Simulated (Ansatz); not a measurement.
Ansatz (a first-principles code) input:
A basis named .json is the Basis Set Exchange file of that set.

Ansatz 0.2 input:
```yaml
crystal:
  periodic: [false, false, false]
  atoms:
    - {symbol: Cl, position_ang: [1.30670399, -0.64037224, 0.04849396]}
    - {symbol: Ga, position_ang: [-0.63731559, 0.31232721, -0.02365184]}
    - {symbol: H, position_ang: [-0.60835339, 1.86893265, -0.02949633]}
    - {symbol: H, position_ang: [-1.84883127, -0.66474803, -0.06169390]}
basis:
  gaussian:
    orbitals: def2-QZVPPD.json
    fitting: {mean_field: def2-universal-jkfit, correlation: def2-QZVPPD-RIFIT.json}
total_charge: -1
magnetization: {spin_polarized: true, initial_magnetization: 1}
correlation: {method: mp2, electrons: outside_noble_gas}
```

Question: Which total energy does the run end on?

Answer: -2384.32287 Eh (RI-MP2/def2-QZVPPD). The basis has 240 functions.

This state (charge -1, doublet) is run at the relaxed geometry of the species with charge 0 and multiplicity 1.
